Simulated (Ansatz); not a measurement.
System: H$_{2}$SiO, charge 0, triplet. This triplet is an excited state, 2.8 eV above the singlet at CCSD(T)/cc-pV(5+d)Z (Ansatz, a quantum-chemistry and plane-wave program). H2SiO (parent SMILES [SiH2]=O, triplet).
B3LYP-D3(BJ)/def2-TZVP minimum from Ansatz:
```xyz
4

Si     0.0739    -0.4401    -0.2804
O     -0.1796     1.0425     0.4205
H     -1.0063    -1.3064     0.3032
H      1.4088    -0.8720     0.2576
```
Charge 0, spin multiplicity 3.

Total energies in aug-cc-pV(D+d)Z, 12 correlated electrons, 6 frozen orbitals. UHF or UKS for unpaired electrons; spin-orbit terms are left out. Cores are frozen in correlated methods. No relativity. The spin of H2OSi (parent SMILES O=[SiH2], triplet) was assumed, and the state is the lowest solution found for it.

| method | program | energy (Eh) | minus CCSDT(Q) (mEh) |
|---|---|---|---|
| HF | Ansatz | -364.91284 | 281.91 |
| MP2 | Ansatz | -365.15078 | 43.96 |
| CCSD | Ansatz | -365.18506 | 9.68 |
| CCSD(T) | Ansatz | -365.19266 | 2.08 |
| CCSDT(Q) | Ansatz | -365.19474 | 0.00 |

Rough core times of Ansatz's runs on a shared machine: CCSD(T) 30 s, CCSDT(Q) 5 min.
